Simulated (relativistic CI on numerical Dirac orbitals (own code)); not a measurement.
# V³⁺ in a cubic cluster: 3s photoemission with charge transfer

Computed with a charge-transfer multiplet model of a cubic metal-ligand cluster with up to 2 ligand holes, Slater and spin-orbit integrals from Dirac-Coulomb-Breit ions, Slater integrals scaled by 0.9. The parameters are those of a tetrahedral site (10Dq negative, t2 hopping the larger). The ground state mixes d2 with configurations of k ligand holes L, whose averages lie at kΔ + k(k − 1)U_dd/2; a core hole lowers each added d electron by U_cd. 20 K, Lorentzian 1.4 eV and Gaussian 0.8 eV FWHM.

Atomic integrals in eV (Slater integrals scaled, ζ unscaled), ground: F2dd 9.064, F4dd 5.680, zeta_d 0.024; with the core hole: F2dd 10.027, F4dd 6.323, zeta_d 0.030, G2cd 10.061.

Cluster parameters (eV): Δ = 2.2, U_dd = 5.8, U_cd = 6.8, 10Dq = -0.5, 10Dq(ligand) = 0, final-state hopping factor = 1.

| Case | n_d | d2 | d3L | d4L2 | S |
| --- | --- | --- | --- | --- | --- |
| V(eg) = 1.27 eV, V(t2g) = -2.17 eV | 2.70 | 0.40 | 0.50 | 0.10 | 1.00 |
| V(eg) = 1.87 eV, V(t2g) = -3.2 eV | 2.81 | 0.34 | 0.52 | 0.15 | 1.00 |
| V(eg) = 2.17 eV, V(t2g) = -3.71 eV | 2.85 | 0.32 | 0.52 | 0.16 | 1.00 |

Weights, n_d and S are thermal averages at 20 K. Binding energies count from the first peak over 30 % of the highest in each spectrum, which can be another peak from case to case. The parameters are a model scan and need not match a compound or its usual spin state. Peaks in eV (height, largest 100):
- V(eg) = 1.27 eV, V(t2g) = -2.17 eV: 0.0 (100), 5.5 (45), 8.2 (35), 12.2 (14), 18.7 (9)
- V(eg) = 1.87 eV, V(t2g) = -3.2 eV: 0.0 (100), 5.8 (46), 9.2 (13), 11.8 (6), 16.5 (7)
- V(eg) = 2.17 eV, V(t2g) = -3.71 eV: 0.0 (100), 5.9 (47), 10.1 (9), 18.7 (6)

For the case V(eg) = 1.27 eV, V(t2g) = -2.17 eV, Δ = 2.2 eV is smaller than U_dd = 5.8 eV, the charge-transfer side of the Zaanen-Sawatzky-Allen scheme. With the core hole the average of the configuration with one ligand hole lies at Δ − U_cd = -4.6 eV before mixing: the effective hopping of about 5.3 eV (from the holes of the mixed ground state) is comparable with this gap or larger, so the configurations mix strongly.

With at most 2 ligand holes the space is cut while the next configuration still counts, so covalency is underestimated, and a final configuration with one more ligand hole, which can lie low, is missing from the spectra.

Without intra-shell correlation the exchange splitting of the 3s hole comes out too large.
